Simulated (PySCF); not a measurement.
How methods differ on the ionisation energy of Kr²⁸⁺

Kr²⁸⁺ [He] 2s2 2p4 (3P) → Kr²⁹⁺ [He] 2s2 2p3 (4S), as a difference of total energies. All numbers are calculated (PySCF 2.14, the non-relativistic Hamiltonian (point nucleus), in an uncontracted even-tempered set (18 s from 7.6 bohr⁻², ratio 2.2; 11 p from 9.8 bohr⁻², ratio 2.2; 6 d from 46 bohr⁻², ratio 2.4; 5 f from 68 bohr⁻², ratio 2.4; 5 g from 100 bohr⁻², ratio 2.4)). Correlated levels: nothing frozen; virtual orbitals above 40 to 60 times the deepest correlated orbital energy dropped. The calculations carry no spin-orbit coupling.

```csv
method,ionisation energy (eV)
UHF,3201.4
LDA,3199.8
PBE,3203.9
PBE0,3203.7
r2SCAN,3204.6
B3LYP,3204.3
BLYP,3204.5
MP2 (all electrons),3203.0
SCS-MP2 (all electrons),3203.1
```

Spin-orbit coupling is strong in these open shells (close to jj coupling). The scalar numbers leave it out and a first-order estimate fails, so it can dominate the gap to the real levels.

The gap to the reference is mostly relativistic.

For comparison: 3228 ± 7 eV (semi-empirical (NIST evaluation); NIST Atomic Spectra Database, ionization energies).
